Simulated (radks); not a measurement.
Values are calculated unless marked as measured or tabulated.
Question: Valence configurations of Os IV (all share [Xe]). Code: a radial shooting solver on a logarithmic mesh with Libxc functionals. Model: scalar-relativistic Kohn-Sham, r2SCAN, spin-polarised, spherical densities, finite nucleus; open shells are filled with parallel spins first (spin-orbit coupling, left out, can overturn this in heavy ions); meta-GGA in the generalised Kohn-Sham scheme; Fermi nuclear charge, rms radius 5.4126 fm. Order these by energy: 4f14 5d5; 4f13 5d5 6p1; 4f12 5d6 6s1; 4f13 5d4.5 6s1.5; 4f13 5d5 6s1; 4f14 5d4 6s1; 4f14 5d4 6p1; 4f13 5d6; 4f12 5d5 6s2; 4f12 5d6 6p1.

Answer: From the lowest, in eV above it: 4f14 5d5 0.000; 4f14 5d4 6s1 6.073; 4f14 5d4 6p1 15.565; 4f13 5d6 54.843; 4f13 5d5 6s1 57.252; 4f13 5d4.5 6s1.5 63.604; 4f13 5d5 6p1 67.071; 4f12 5d6 6s1 122.10; 4f12 5d5 6s2 130.40; 4f12 5d6 6p1 132.05. NIST lists [Xe] 4f14 5d5 as the ground configuration; this level of theory agrees among the configurations tried. The energies are those of spherical high-spin densities, not of single terms.
